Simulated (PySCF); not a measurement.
**ZnB: a base run and its variants**

Base input, run as `OMP_NUM_THREADS=1 python input.py` with PySCF 2.14:

```python
from pyscf import gto, dft
from pyscf.geomopt.geometric_solver import optimize

mol = gto.M(
    atom='Zn 0 0 0; B 0 0 2.105',
    basis='6-31g',
    charge=0,
    spin=1,
    verbose=4,
)
mf = dft.UKS(mol, xc='scan')
mf = mf.density_fit(auxbasis='def2-universal-jkfit')
mf.kernel()
g = mf.nuc_grad_method()
g.grid_response = True
mol_eq = optimize(g.as_scanner(), maxsteps=30)
print('optimised geometry (angstrom)')
print(mol_eq.tostring('raw'))
print('orbital energies (hartree):', [e[max(0, n-3):n+3].round(4) for e, n in zip(mf.mo_energy, mol.nelec)])
```

Base result: E(SCF) = -1803.826597 Eh, 15 cycles, ⟨S²⟩ = 0.916, all at the start geometry; optimised bond 2.093 Å with E = -1803.826611 Eh after 4 steps. The last line lists the levels of the start geometry. No search for the lowest solution was made.

It ran on Arm Neoverse V1 (1 thread, shared host) in 16 s, peak memory 0.25 GiB.

Each row names what differs from the base; energies in brackets are changes from the base.

```tsv
change	result	wall time (s)
damping: none → 0.95	E(SCF) = -1803.826597 Eh (+0.0000 eV), 21 cycles, ⟨S²⟩ = 0.916, all at the start geometry; optimised bond 2.093 Å with E = -1803.826611 Eh after 4 steps	20
basis set: 6-31g → jorge-dzp-dkh; spin-free X2C: off → on	E(SCF) = -1820.528303 Eh, ⟨S²⟩ = 0.848, all at the start geometry; optimised bond 2.100 Å with E = -1820.528305 Eh after 4 steps	28
basis set: 6-31g → def2-svpd	E(SCF) = -1803.916427 Eh (-2.4444 eV), ⟨S²⟩ = 0.908, all at the start geometry; optimised bond 2.126 Å with E = -1803.916471 Eh after 4 steps	26
density fitting: def2-universal-jkfit → auto	E(SCF) = -1803.826681 Eh (-0.0023 eV), ⟨S²⟩ = 0.917, all at the start geometry; optimised bond 2.093 Å with E = -1803.826696 Eh after 4 steps	16
point-group symmetry: off → on	the SCF does not converge, then it stops with RuntimeError (Nuclear gradients of <pyscf.scf.hf.DFSymAdaptedUKS_Scanner object> not converged) after the SCF	28
spin (2S): 1 → 3 [a high spin state]	E(SCF) = -1803.794149 Eh (+0.8830 eV), 11 cycles, ⟨S²⟩ = 3.782, all at the start geometry; optimised bond 1.869 Å with E = -1803.804851 Eh after 6 steps	22
SCF type: UKS → RKS [runs as restricted open-shell]	E(SCF) = -1803.824515 Eh (+0.0566 eV), 13 cycles, all at the start geometry; optimised bond 2.109 Å with E = -1803.824517 Eh after 3 steps	13
level shift (hartree): none → 0.3	the SCF does not converge, then it stops with RuntimeError (Nuclear gradients of <pyscf.scf.hf.DFUKS_Scanner object> not converged) after the SCF	28
```
